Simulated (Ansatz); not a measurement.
Cost against result

The pair of H₂O (SMILES O, atoms 1–3) and GeH₄ (SMILES [GeH4], atoms 4–8), both closed shells, in one local arrangement (a lower one may exist), relaxed at PBE0-D4/def2-TZVP:

| atom | x (Å) | y (Å) | z (Å) |
| --- | --- | --- | --- |
| O1 | 0.0121 | -0.0819 | -1.9854 |
| H2 | 0.6126 | 0.6330 | -2.2087 |
| H3 | 0.5111 | -0.8868 | -2.1421 |
| Ge4 | -0.2323 | 0.0670 | 1.2521 |
| H5 | -0.3073 | 0.1314 | 2.7892 |
| H6 | 0.3355 | -1.3016 | 0.8536 |
| H7 | 0.7043 | 1.1825 | 0.7688 |
| H8 | -1.6360 | 0.2563 | 0.6726 |

Interaction energies are counterpoise-corrected; the time is that of the whole pair.

Ansatz 0.2.0; basis: as named in each row; cores frozen in the correlated methods. Filled d shells of the heavier atoms are correlated. The def2 sets are not built for correlating such inner shells, so the correlated values are less sure here. B3LYP uses VWN-RPA correlation. Extrapolation: Hartree–Fock as exp(−7.88 √X), correlation as X^−2.97.

Times are rough, for one single point on 4 threads of a shared host (Arm Neoverse V1).

The estimate by CCSD(T) at an estimated basis limit (MP2 extrapolated from triple and quadruple zeta, plus CCSD(T) − MP2 in triple zeta) is -5.5 kJ/mol.

```
   method        basis  time (s)  interaction energy (kJ/mol)  method less estimate
       HF       STO-3G   under 1                          2.7                   8.2
   PBE-D4       STO-3G   under 1                         -0.5                   5.0
    SPW92     def2-SVP   under 1                        -10.8                  -5.2
   PBE-D4     def2-SVP   under 1                         -6.9                  -1.4
 B3LYP-D4        6-31G   under 1                         -4.8                   0.8
  PBE0-D4     def2-SVP   under 1                         -6.7                  -1.2
   PBE-D4  def2-TZVPPD         1                         -5.9                  -0.4
  CCSD(T)     def2-SVP         1                         -2.7                   2.8
revPBE-D4  def2-TZVPPD         1                         -4.1                   1.4
  BLYP-D4  def2-TZVPPD         1                         -4.2                   1.3
  PBE0-D4  def2-TZVPPD         1                         -5.8                  -0.3
 HSE06-D4  def2-TZVPPD         2                         -5.8                  -0.3
 B3LYP-D4  def2-TZVPPD         2                         -5.1                   0.4
  wB97M-V     def2-SVP         2                         -6.7                  -1.2
r2SCAN-D4  def2-TZVPPD         2                         -6.1                  -0.6
   B2PLYP  def2-TZVPPD         3                         -2.5                   3.0
  wB97X-V  def2-TZVPPD         4                         -6.2                  -0.7
   B97M-V  def2-TZVPPD         4                         -7.3                  -1.8
  wB97M-V  def2-TZVPPD         5                         -6.4                  -0.9
      MP2  def2-QZVPPD         8                         -4.9                   0.6
  CCSD(T)  def2-TZVPPD        38                         -4.8                   0.7
```

T1 diagnostic: at most 0.012.
